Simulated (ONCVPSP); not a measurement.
# Which change was made? (Bi, ONCV)

- Element: Bi (Z = 83)
- Generator: ONCVPSP 4.0.1
- Type: optimised norm-conserving Vanderbilt (ONCV)
- Functional: PW91
- Relativity: scalar-relativistic
- Frozen core: [Xe] 4f14
- Valence charge: 15
- Reference configuration: 5d10 6s1.5 6p3.5
- Partial waves: 6s: rc 1.85 bohr, ncon 3, nbas 7, qcut 2.9 1/bohr, 2 projectors, debl 1.2 Ha; 6p: rc 2.55 bohr, ncon 4, nbas 8, qcut 3.5 1/bohr, 2 projectors, debl 2.2 Ha; 5d: rc 1.80 bohr, ncon 4, nbas 9, qcut 8.3 1/bohr, 2 projectors, debl 1.9 Ha
- Local potential: polynomial inside 1.80 bohr (lpopt 5, dvloc0 1 Ha)
- Core correction: Teter function, fcfact 4, rcfact 1.6

Cutoffs, loose and tight: the cutoffs (Ha) at which the residual kinetic energy of the hardest occupied pseudo-wave falls to 1 and 0.1 mHa per electron. They do not see the model core or the augmentation charge, which bear on the density cutoff. Test errors are all-electron minus pseudo excitation energies from the reference, over the configurations 5d10 6s2 6p3; 5d10 6s2 6p2; 5d10 6s2 6p1; 5d9 6s2 6p4; variants that change the core or the reference have their own tests.

The base gives: outcome: generated; cutoff, loose: 32 Ha; cutoff, tight: 52 Ha; bound ghosts: none; GHOST(+) flags above zero: s, p; largest test error (meV): -143.

(1) After one change the result is: outcome: failed: ERROR pspot: first pseudo wave function has node, program will stop. Which change was it?
A. all radii but the core radius scaled by about 1.34 (s 2.48, p 3.42, d 2.42 bohr); local potential polynomial inside 2.42 bohr (lpopt 5, dvloc0 1 Ha)
B. reference 5d10 6s1.75 6p3.25
C. s: qcut 3.9; p: qcut 4.7; d: qcut 11.2

Results:

(1) C. The others give: all radii but the core radius scaled by about 1.34 (s 2.48, p 3.42, d 2.42 bohr); local potential polynomial inside 2.42 bohr (lpopt 5, dvloc0 1 Ha) → outcome: generated; cutoff, loose: 21 Ha; cutoff, tight: 24 Ha; bound ghosts: none; GHOST(+) flags above zero: s; largest test error (meV): +110 | reference 5d10 6s1.75 6p3.25 → outcome: generated; cutoff, loose: 32 Ha; cutoff, tight: 52 Ha; bound ghosts: none; GHOST(+) flags above zero: s, p; largest test error (meV): -23.
